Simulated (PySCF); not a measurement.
# Worked example: chemical shift, span and skew from a shielding tensor

C3H7FOSi, SMILES C/C(=C\F)[SiH2]O. Atoms are numbered in the order given.

```xyz
13

C     -2.0343    -0.3424    -0.0941
C     -0.5781     0.0221    -0.0889
C     -0.1418     1.2375    -0.4278
F     -0.9555     2.2303    -0.7899
Si     0.7180    -1.2361     0.3871
O      2.2314    -0.5329     0.4685
H     -2.6634     0.5097    -0.3862
H     -2.3616    -0.6864     0.9009
H     -2.2340    -1.1693    -0.7958
H      0.9105     1.5380    -0.4474
H      0.3314    -1.8454     1.7012
H      0.8103    -2.3153    -0.6358
H      2.4270    -0.0379     1.2689
```

Geometry: PBE0-D3(BJ)/def2-SVP. The structure was generated by enumeration; whether it is a known compound was not checked. One conformer was computed; it need not be the lowest.

GIAO shieldings from PBE/pcSseg-1 in PySCF, non-relativistic, no solvent. The symmetric part of the tensor of F4 has the principal values 101.0, 212.8, 428.4 ppm. The same nucleus in CFCl3 has σ = 133.6 ppm at this level (PySCF, at its B3LYP-D3(BJ)/def2-TZVP geometry).

### Question
Work out the isotropic shielding, the ¹⁹F shift against CFCl3, the span and the skew.

### Answer

σ(iso) = (σ11 + σ22 + σ33)/3 = 247.4 ppm. δ = σ(ref) − σ(iso) = 133.6 − (247.4) = -113.8 ppm.
Span Ω = σ33 − σ11 = 327.4 ppm. Skew κ = 3(σ(iso) − σ22)/Ω = 0.32. Tumbling in solution averages the tensor to δ; in a static solid the shielding alone would spread this spin-1/2 line over Ω.
